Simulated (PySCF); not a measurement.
# From computed data to an observable: entropy of an ideal gas

Pb(F)(OH) (FHOPb), SMILES [OH][Pb][F] (connectivity only; charge and spin as stated), neutral, multiplicity 1.

Geometry optimised at B3LYP-D3(BJ)/def2-TZVP. The def2 effective core potentials stand for the cores of Pb; spin–orbit coupling is left out. The values are those of a single conformer.

B3LYP-D3(BJ)/def2-TZVP in PySCF gives the harmonic wavenumbers 149, 437, 500, 542, 725, 3791 cm⁻¹ and the rotational temperatures 0.3782, 0.2923, 0.1649 K. The molar mass is 243.21 g/mol, the symmetry number 1, the spin multiplicity 1.

Problem. Work out the entropy at 298.15 K and 1 atm in the rigid-rotor, harmonic-oscillator model.

Solution. 
Translation (Sackur–Tetrode at 1 atm): S = R[1.5 ln M + 2.5 ln T − 1.16487] = 177.3 J/(mol K).
Rotation: q = (√π/σ) T^1.5/√(θA θB θC) = 67600, S = R[ln q + 3/2] = 104.9 J/(mol K).
Vibration: with u = 1.4388 ν/T, each mode gives R[u/(e^u − 1) − ln(1 − e^−u)]:
```csv
ν (cm⁻¹),modes,u,S (J/(mol K))
149,1,0.72,11.23
437,1,2.11,3.50
500,1,2.41,2.75
542,1,2.62,2.35
725,1,3.50,1.16
```
The stiffer modes add less than 0.005 each. Sum 21.0 J/(mol K).
Spin: R ln 1 = 0.0 J/(mol K).
Total 303.2 J/(mol K); the program's own thermochemistry gives 303.2. Translation makes up 58 % and vibration 7 %. Anharmonicity, hindered rotation and orbital degeneracy are left out.
